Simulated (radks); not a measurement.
Values are calculated unless marked as measured or tabulated.
Problem. The mean radii <r> (bohr) of the occupied orbitals of an atom or ion are listed with their occupations. Code: a radial shooting solver on a logarithmic mesh with Libxc functionals. Model: non-relativistic Kohn-Sham, TPSS, spin-polarised, spherical densities, point nucleus; meta-GGA in the generalised Kohn-Sham scheme.

| orbital | occ. | <r> |
|---|---|---|
| 1s up | 1 | 0.03169 |
| 1s down | 1 | 0.03169 |
| 2s up | 1 | 0.1373 |
| 2s down | 1 | 0.1373 |
| 2p up | 3 | 0.1173 |
| 2p down | 3 | 0.1173 |
| 3s up | 1 | 0.3707 |
| 3s down | 1 | 0.3707 |
| 3p up | 3 | 0.3626 |
| 3p down | 3 | 0.3626 |
| 3d up | 5 | 0.3348 |
| 3d down | 5 | 0.3347 |
| 4s up | 1 | 0.9114 |
| 4s down | 1 | 0.9110 |
| 4p up | 3 | 0.9755 |
| 4p down | 3 | 0.9742 |
| 4d up | 5 | 1.265 |
| 4d down | 5 | 1.251 |
| 5s up | 1 | 2.744 |

Name the element and its charge. Open shells, if any, are filled with parallel spins first.

Solution. Z = 48, cadmium, charge +1: Cd+ in [Kr] 4d10 5s1. The 1s radius gives Z: for a bare nucleus <r> = 1.5/Z, 0.03125 bohr for Z = 48, and screening makes it slightly larger (0.03169 here). The occupations add up to 47, and the charge is Z minus that.
